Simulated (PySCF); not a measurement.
GaBr2, SMILES [Br][Ga+][Br], charge +1. Heavy atoms are numbered as in [Ga+:1]([Br:2])[Br:3].

Geometry optimised at ωB97X-D3(BJ)/def2-SVP. The multiplicity is an assumed one; no other spin state was optimised. The isomer is the one that the SMILES or the coordinates give; other isomers of the formula were not compared.

These are B3LYP/def2-TZVPD (PySCF) values and carry that method's errors.

Mulliken values depend strongly on the basis, most of all with diffuse functions as here. Atomic charges (e), one atom of each kind:

```json
[
 {"atom": "Ga1", "Mulliken": "1.13", "meta-Löwdin": "0.81"},
 {"atom": "Br2", "Mulliken": "-0.07", "meta-Löwdin": "0.10"}
]
```
